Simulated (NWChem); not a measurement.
C2H8BNO; SMILES B(N(C)C)O

```xyz
13

B     -0.7073    -0.8657     0.0000
H     -1.9169    -0.8951     0.0000
O     -0.0672    -2.0705     0.0000
H      0.8926    -2.0097     0.0000
N     -0.0620     0.3934     0.0000
C      1.3633     0.5849     0.0000
C     -0.8141     1.6226     0.0000
H      1.7013     1.1468    -0.8907
H      1.7013     1.1468     0.8907
H      1.9002    -0.3756     0.0000
H     -0.5883     2.2390     0.8906
H     -0.5883     2.2390    -0.8906
H     -1.8897     1.4029     0.0000
```
Atoms are numbered in this order, from 1.

Computed with NWChem. Pople sets run with spherical d functions. Geometry: optimised at PBE0/def2-SVP. Not confirmed as a minimum by frequencies. Vertical excitations in the gas phase; the lowest state need not have the same character in each row.

For level LRC-wPBEh/6-31G*, full TDDFT:

```yaml
lowest excitation, singlet (eV): 7.61
lowest state with f > 0.02, singlet (eV): 7.94
oscillator_strength_of_that_bright_state: 0.289
orbital gap (eV): 12.30
```

Problem. What are these values for level PBE/6-31G*, full TDDFT?

Solution. The lowest excitation, singlet (eV) is 6.29. The lowest state with f > 0.02, singlet (eV) comes out as 7.28 and the oscillator strength of that bright state is 0.261. The orbital gap (eV) is 6.25.
